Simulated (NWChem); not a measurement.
System: CdHSI; SMILES [SH][Cd][I]

NWChem input:

```
start job
memory heap 200 mb stack 900 mb global 1100 mb
geometry units angstroms noautoz
  Cd     0.329209     0.816018     0.000270
  I     -0.333571    -1.693174    -0.000757
  S      0.945786     3.081713    -0.000842
  H     -0.337197     3.510270    -0.014848
end
basis spherical
  * library def2-svp
end
ecp
  Cd library def2-ecp
  I library def2-ecp
end
dft
  xc xpbe96 cpbe96
  iterations 150
  vectors input atomic output neutral.movecs
end
task dft energy
charge 1
dft
  odft
  mult 2
  vectors input atomic output cation.movecs
end
task dft energy
```

Output (shortened):

```
             Northwest Computational Chemistry Package (NWChem) 7.3.0
             --------------------------------------------------------

 CS  symmetry detected

                             Geometry "geometry" -> ""
                             -------------------------

 Output coordinates in angstroms (scale by  1.889725989 to convert to a.u.)

  No.       Tag          Charge          X              Y              Z
 ---- ---------------- ---------- -------------- -------------- --------------
    1 Cd                  48.0000     0.01167464     0.82661897     0.00000000
    2 I                   53.0000     0.00302787    -1.76861657     0.00000000
    3 S                   16.0000     0.03698835     3.17457534     0.00000000
    4 H                    1.0000    -1.31267355     3.26576233     0.00000000

 Effective nuclear repulsion energy (a.u.)     803.3858047511

      Symmetry information
      --------------------

 Group name             Cs
 Group number              2
 Group order               2
 No. of unique centers     4

 Summary of "ao basis" -> "ao basis" (spherical)
 ------------------------------------------------------------------------------
       Tag                 Description            Shells   Functions and Types
 ---------------- ------------------------------  ------  ---------------------
 Cd                         def2-svp                11       31   5s3p2d1f
 I                          def2-svp                10       26   4s4p2d
 S                          def2-svp                 8       18   4s3p1d
 H                          def2-svp                 3        5   2s1p

      Symmetry analysis of basis
      --------------------------

        a'         56
        a"         24

            General Information
            -------------------
          SCF calculation type: DFT
          Wavefunction type:  closed shell.
          No. of atoms     :     4
          No. of electrons :    62
           Alpha electrons :    31
            Beta electrons :    31
          Charge           :     0
          Spin multiplicity:     1
          Use of symmetry is: on ; symmetry adaption is: on
          Maximum number of iterations: 150
          AO basis - number of functions:    80
                     number of shells:    32
          Convergence on energy requested:  1.00D-06
          Convergence on density requested:  1.00D-05
          Convergence on gradient requested:  5.00D-04

              XC Information
              --------------
          PerdewBurkeErnzerhof Exchange Functional  1.000
            Perdew 1991 LDA Correlation Functional  1.000 local
           PerdewBurkeErnz. Correlation Functional  1.000 non-local

             Grid Information
             ----------------
          Grid used for XC integration:  medium
          Radial quadrature: Mura-Knowles
          Angular quadrature: Lebedev.
          Tag              B.-S. Rad. Rad. Pts. Rad. Cut. Ang. Pts.
          ---              ---------- --------- --------- ---------
          Cd                  1.55      123           9.0       590
          I                   1.40      123          13.0       590
          S                   1.00       88          12.0       590
          H                   0.35       45          13.0       434
          Grid pruning is: on
          Number of quadrature shells:   379
          Spatial weights used:  Erf1

      Superposition of Atomic Density Guess
      -------------------------------------

 Sum of atomic energies:        -936.94740336

      Non-variational initial energy
      ------------------------------

 Total energy =    -861.753068
 1-e energy   =   -1822.925020
 2-e energy   =     731.669767
 HOMO         =      -0.310577
 LUMO         =      -0.042910

      Symmetry analysis of molecular orbitals - initial
      -------------------------------------------------

  Numbering of irreducible representations:

     1 a'          2 a"

  Orbital symmetries:

     1 a'          2 a'          3 a'          4 a'          5 a'
     6 a"          7 a'          8 a'          9 a"         10 a'
    11 a'         12 a'         13 a"         14 a'         15 a'
    16 a"         17 a'         18 a"         19 a'         20 a'
    21 a'         22 a"         23 a'         24 a'         25 a"
    26 a'         27 a'         28 a'         29 a"         30 a'
    31 a"         32 a'         33 a'         34 a"         35 a'
    36 a'         37 a'         38 a'         39 a"         40 a'
    41 a'

   convergence    iter        energy       DeltaE   RMS-Dens  Diis-err
 ---------------- ----- ----------------- --------- --------- ---------
 d= 0,ls=0.0,diis     1   -863.9355909771 -1.09D+03  2.26D-02  3.90D-01
 d= 0,ls=0.0,diis     2   -863.8868078826  4.88D-02  1.50D-02  5.74D-01
 d= 0,ls=0.0,diis     3   -863.9848448853 -9.80D-02  3.53D-03  7.74D-02
 d= 0,ls=0.0,diis     4   -863.9957528813 -1.09D-02  9.64D-04  4.99D-03
 d= 0,ls=0.0,diis     5   -863.9964711886 -7.18D-04  3.93D-04  2.82D-04
  Resetting Diis
 d= 0,ls=0.0,diis     6   -863.9965072863 -3.61D-05  1.67D-04  8.64D-05
 d= 0,ls=0.0,diis     7   -863.9965235261 -1.62D-05  9.06D-05  6.23D-06
 d= 0,ls=0.0,diis     8   -863.9965213556  2.17D-06  6.38D-05  1.76D-05
 d= 0,ls=0.0,diis     9   -863.9965244820 -3.13D-06  8.29D-06  2.54D-07
 d= 0,ls=0.0,diis    10   -863.9965245227 -4.07D-08  1.38D-06  7.06D-09

         Total DFT energy =     -863.996524522666
      One electron energy =    -1823.100949345244
           Coulomb energy =      793.136702473809
    Exchange-Corr. energy =      -63.534462969679
 Nuclear repulsion energy =      229.502185318448

 Numeric. integr. density =       61.999994735879

                  Occupations of the irreducible representations
                  ----------------------------------------------

                     irrep           alpha         beta
                     --------     --------     --------
                     a'               22.0         22.0
                     a"                9.0          9.0

                       DFT Final Molecular Orbital Analysis
                       ------------------------------------

 Vector   29  Occ=2.000000D+00  E=-2.417727D-01  Symmetry=a"
              MO Center=  4.9D-03, -8.0D-01, -5.8D-14, r^2= 5.3D+00
   Bfn.  Coefficient  Atom+Function         Bfn.  Coefficient  Atom+Function
  ----- ------------  ---------------      ----- ------------  ---------------
    44      0.534057  2 I  pz                47      0.468791  2 I  pz
    70      0.247646  3 S  pz                41     -0.217428  2 I  pz
    67      0.177641  3 S  pz                38     -0.176107  2 I  pz
    14      0.109441  1 Cd pz                64      0.102112  3 S  pz
    11      0.094022  1 Cd pz                 8     -0.078456  1 Cd pz

 Vector   30  Occ=2.000000D+00  E=-2.392522D-01  Symmetry=a'
              MO Center=  5.9D-03, -1.6D+00,  2.8D-17, r^2= 2.3D+00
   Bfn.  Coefficient  Atom+Function         Bfn.  Coefficient  Atom+Function
  ----- ------------  ---------------      ----- ------------  ---------------
    42      0.592851  2 I  px                45      0.531489  2 I  px
    39     -0.241874  2 I  px                36     -0.195797  2 I  px
    15      0.106688  1 Cd d -2              12      0.073437  1 Cd px
     9      0.067849  1 Cd px                 6     -0.055972  1 Cd px
    77      0.034677  4 H  s                 61     -0.032333  3 S  s

 Vector   31  Occ=2.000000D+00  E=-2.243926D-01  Symmetry=a"
              MO Center=  1.0D-02,  2.2D+00, -3.5D-14, r^2= 5.2D+00
   Bfn.  Coefficient  Atom+Function         Bfn.  Coefficient  Atom+Function
  ----- ------------  ---------------      ----- ------------  ---------------
    70      0.578438  3 S  pz                67      0.404217  3 S  pz
    44     -0.262444  2 I  pz                47     -0.261438  2 I  pz
    64      0.231755  3 S  pz                16     -0.154157  1 Cd d -1
    41      0.108273  2 I  pz                38      0.087389  2 I  pz
    14      0.082193  1 Cd pz                11      0.045595  1 Cd pz

 Vector   32  Occ=0.000000D+00  E=-9.726558D-02  Symmetry=a'
              MO Center= -3.7D-02,  6.4D-01, -6.2D-16, r^2= 6.2D+00
   Bfn.  Coefficient  Atom+Function         Bfn.  Coefficient  Atom+Function
  ----- ------------  ---------------      ----- ------------  ---------------
     4      0.649465  1 Cd s                  5      0.619029  1 Cd s
    46     -0.467824  2 I  py                69      0.458559  3 S  py
    43     -0.328070  2 I  py                 2     -0.318523  1 Cd s
    66      0.249319  3 S  py                61     -0.223270  3 S  s
    34     -0.220074  2 I  s                 19     -0.207348  1 Cd d  2

 Vector   33  Occ=0.000000D+00  E=-5.415779D-02  Symmetry=a'
              MO Center=  8.9D-02,  7.7D-01, -7.1D-16, r^2= 5.6D+00
   Bfn.  Coefficient  Atom+Function         Bfn.  Coefficient  Atom+Function
  ----- ------------  ---------------      ----- ------------  ---------------
    12      0.834789  1 Cd px                 9      0.367558  1 Cd px
     6     -0.268723  1 Cd px                77      0.267375  4 H  s
    45     -0.261578  2 I  px                61     -0.184388  3 S  s
    42     -0.168628  2 I  px                76      0.142294  4 H  s
    53      0.072228  2 I  d -2              39      0.068332  2 I  px

[...]
```

Level: PBE/def2-SVP with def2 effective core potentials on Cd, I, vertical spin-unrestricted ions. Coordinates come from a PBE0/def2-SVP optimisation. No frequency run checked for a minimum. def2 effective core potentials on Cd, I; no spin-orbit coupling.
